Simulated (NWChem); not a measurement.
System: CH$_{5}$BrSi; SMILES C[SiH2]Br

NWChem printed, in part:

```
             Northwest Computational Chemistry Package (NWChem) 7.3.0
             --------------------------------------------------------

                             Geometry "geometry" -> ""
                             -------------------------

 Output coordinates in angstroms (scale by  1.889725989 to convert to a.u.)

  No.       Tag          Charge          X              Y              Z
 ---- ---------------- ---------- -------------- -------------- --------------
    1 Si                  14.0000     0.60857700    -1.01162700     0.00000000
    2 C                    6.0000    -0.85724900    -2.16920800     0.00000000
    3 Br                  35.0000    -0.10628800     1.10827900     0.00000000
    4 H                    1.0000     1.45080100    -1.19448600    -1.21642900
    5 H                    1.0000     1.45080100    -1.19448600     1.21642900
    6 H                    1.0000    -1.48025200    -2.00849000     0.89241400
    7 H                    1.0000    -0.51110500    -3.21546000     0.00000000
    8 H                    1.0000    -1.48025200    -2.00849000    -0.89241400

 Effective nuclear repulsion energy (a.u.)     231.6694599675

  pbe96 is a nonlocal functional; adding pw91lda local functional.

                                 NWChem DFT Module
                                 -----------------

 Summary of "ao basis" -> "ao basis" (spherical)
 ------------------------------------------------------------------------------
       Tag                 Description            Shells   Functions and Types
 ---------------- ------------------------------  ------  ---------------------
 Si                         def2-svp                 8       18   4s3p1d
 C                          def2-svp                 6       14   3s2p1d
 Br                         def2-svp                12       32   5s4p3d
 H                          def2-svp                 3        5   2s1p

 in cosmo_initialize ...
 calling solv_data for solv:chcl3

 solvent parameters
 solvname_short: chcl3
 solvname_long:  chloroform
 dielec:        4.7113
 dielecinf:     2.0906
 nonaqueous SMD model solvent descriptors
 dielec:        4.7113
 sola:          0.1500
 solb:          0.0200
 solc:          0.0000
 solg:         38.3900
 solh:          0.7500
 soln:          1.4459

[...]

                                COSMO-SMD solvation results
                                ---------------------------

             internal energy in gas <Psi(g)|H|Psi(g)> =     -2903.775079124194
         internal energy in solvent <Psi(s)|H|Psi(s)> =     -2903.774858474788
                               delta internal energy  =         0.000220649405 (    0.14 kcal/mol)
   total free energy in solvent <Psi(s)|H+V/2|Psi(s)> =     -2903.777105575206
 polarization energy contribution <Psi(s)|V/2|Psi(s)> =        -0.002247100418 (   -1.41 kcal/mol)
    total free energy in solvent including G(SMD-CDS) =     -2903.780484259728
                       G(SMD-CDS) energy contribution =        -0.003378684522 (   -2.12 kcal/mol)
     1 M fixed-concentration free energy of solvation =        -0.005405135535 (   -3.39 kcal/mol)

                       DFT Final Molecular Orbital Analysis
                       ------------------------------------

 Vector   28  Occ=2.000000D+00  E=-3.070056D-01
              MO Center= -1.2D-01, -1.2D+00, -2.5D-07, r^2= 3.2D+00
   Bfn.  Coefficient  Atom+Function         Bfn.  Coefficient  Atom+Function
  ----- ------------  ---------------      ----- ------------  ---------------
    22      0.330537  2 C  px                 8     -0.251616  1 Si px
    47     -0.205803  3 Br px                44     -0.203711  3 Br px
    11     -0.185239  1 Si px                23      0.180170  2 C  py
    25      0.163792  2 C  px                 5      0.140911  1 Si px
    41      0.136260  3 Br px                65     -0.130076  4 H  s

 Vector   29  Occ=2.000000D+00  E=-2.505590D-01
              MO Center=  1.4D-01,  6.7D-01,  1.2D-05, r^2= 2.7D+00
   Bfn.  Coefficient  Atom+Function         Bfn.  Coefficient  Atom+Function
  ----- ------------  ---------------      ----- ------------  ---------------
    49      0.564049  3 Br pz                46      0.491427  3 Br pz
    43     -0.327701  3 Br pz                65      0.161355  4 H  s
    70     -0.161366  5 H  s                 66      0.140530  4 H  s
    71     -0.140539  5 H  s                 40      0.106594  3 Br pz
    10     -0.098299  1 Si pz                17      0.051875  1 Si d  1

 Vector   30  Occ=2.000000D+00  E=-2.503986D-01
              MO Center= -8.7D-02,  5.1D-01, -1.2D-05, r^2= 3.0D+00
   Bfn.  Coefficient  Atom+Function         Bfn.  Coefficient  Atom+Function
  ----- ------------  ---------------      ----- ------------  ---------------
    47      0.522977  3 Br px                44      0.455241  3 Br px
    41     -0.303707  3 Br px                48      0.197828  3 Br py
    45      0.165275  3 Br py                23      0.149429  2 C  py
    21      0.147207  2 C  s                 22      0.136488  2 C  px
    42     -0.110770  3 Br py                38      0.098791  3 Br px

 Vector   31  Occ=0.000000D+00  E=-1.580102D-02
              MO Center=  5.1D-01, -5.6D-01,  6.1D-08, r^2= 4.0D+00
   Bfn.  Coefficient  Atom+Function         Bfn.  Coefficient  Atom+Function
  ----- ------------  ---------------      ----- ------------  ---------------
    12      1.013238  1 Si py                48      0.657305  3 Br py
    37     -0.487914  3 Br s                  3      0.427634  1 Si s
     9      0.334077  1 Si py                21      0.316509  2 C  s
    36     -0.286086  3 Br s                  4      0.267185  1 Si s
    47     -0.260213  3 Br px                45      0.247039  3 Br py

[...]
```

Level: PBE/def2-SVP, SMD on the gas-phase geometry. Structure relaxed at the PBE0/def2-SVP level. Solvent: chloroform.

Task: Which NWChem input produces such a log?

Result: One answer among several that fit: the input that was run:
```
start job
memory heap 200 mb stack 900 mb global 1100 mb
geometry units angstroms noautosym nocenter noautoz
  Si     0.608577    -1.011627     0.000000
  C     -0.857249    -2.169208     0.000000
  Br    -0.106288     1.108279     0.000000
  H      1.450801    -1.194486    -1.216429
  H      1.450801    -1.194486     1.216429
  H     -1.480252    -2.008490     0.892414
  H     -0.511105    -3.215460     0.000000
  H     -1.480252    -2.008490    -0.892414
end
basis spherical
  * library def2-svp
end
dft
  xc xpbe96 cpbe96
  iterations 150
end
cosmo
  do_cosmo_smd true
  solvent chcl3
end
task dft energy
```
